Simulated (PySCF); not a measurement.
**Polarisability and C₆ of Os⁺ (osmium, charge +1)**

[Xe] 4f14 5d6 6s1, high-spin 6D determinant. Computed with PySCF 2.14 in ANO-RCC-VTZP, with the spin-free X2C one-electron Hamiltonian (Gaussian nucleus). Coupled (time-dependent) response in atomic units; α is the mean over directions. The basis has no added diffuse functions, which lowers α and C₆.

| method | mean α (bohr³) | α xx, yy, zz | C₆ (like pair) | S(−4) |
| --- | --- | --- | --- | --- |
| PBE0 | 26.36 | 26.69, 26.69, 25.70 | 200.9 | 300.4 |

S(−4) is the Cauchy moment in α(ω) = α(0) + S(−4) ω² + …

Spin-orbit coupling is absent.

α(iu) at PBE0:

```
u (hartree)  α(iu) (bohr³)
          0          26.36
     0.0500          25.64
      0.100          23.74
      0.200          18.74
      0.300          14.46
      0.500          9.455
      0.750          6.612
       1.00          5.134
       1.50          3.503
       2.00          2.565
       3.00          1.541
       5.00         0.7416
```

A single London oscillator, α(iu) = α/(1 + u²/ω²), gives C₆ = (3/4) ω α². Matching the computed C₆ needs ω = 4 × 200.9 / (3 × 26.36²) = 0.386 hartree.

For an ion, C₆ is the dispersion term alone; charge-induced terms of lower order in 1/R come first.

The components differ because the open shell of this determinant is not spherical; for a pure term their mean is the scalar polarisability.

Spin-orbit coupling, absent here, splits the open shell strongly.
